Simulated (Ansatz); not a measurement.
Start from `F[SiH]([GaH2])[SeH]` and change one element to get `B[SiH](F)[SeH]`.

Ansatz, PBE0-D4/def2-TZVP geometries, multiplicity 1. Each molecule was computed in one conformer, which needn't be the lowest. `B[SiH](F)[SeH]` holds a close contact that its SMILES doesn't draw: Se···B 2.25 Å.

Scalar relativity is left out up to krypton. Spin–orbit coupling is left out; it splits and shifts lone-pair levels of the heavy atoms by tenths of an eV.

```csv
property,`F[SiH]([GaH2])[SeH]`
HOMO energy (ωB97M-V/def2-TZVPP) / eV,-9.28
HOMO–LUMO gap (PBE0/def2-TZVPP) / eV,5.01
HOMO–LUMO gap (B3LYP/def2-TZVPP) / eV,4.57
size of the dipole moment (B3LYP/def2-TZVPP) / D,1.06
HOMO energy (B3LYP/def2-TZVPP) / eV,-7.07
LUMO energy (ωB97M-V/def2-TZVPP) / eV,-0.55
```

Problem. What does the change do to each property? (An estimate is asked.)

Solution. Computed: 
```tsv
property	`B[SiH](F)[SeH]`	shift
HOMO energy (ωB97M-V/def2-TZVPP) / eV	-9.54	-0.26
HOMO–LUMO gap (PBE0/def2-TZVPP) / eV	6.74	1.73
HOMO–LUMO gap (B3LYP/def2-TZVPP) / eV	6.31	1.74
size of the dipole moment (B3LYP/def2-TZVPP) / D	0.96	-0.10
HOMO energy (B3LYP/def2-TZVPP) / eV	-7.31	-0.24
LUMO energy (ωB97M-V/def2-TZVPP) / eV	0.97	1.52
```

With PBE0 the HOMO falls by 0.24 eV and the LUMO rises by 1.49 eV, so the gap widens by about 1.73 eV. PBE moves the HOMO by -0.18 eV and ωB97M-V by -0.26 eV. Dipoles are sizes alone; their direction can turn.

Positive LUMOs are unbound, so they and the gaps depend on the basis.

B3LYP here is the variant with VWN-RPA as its local correlation; programs differ in this.
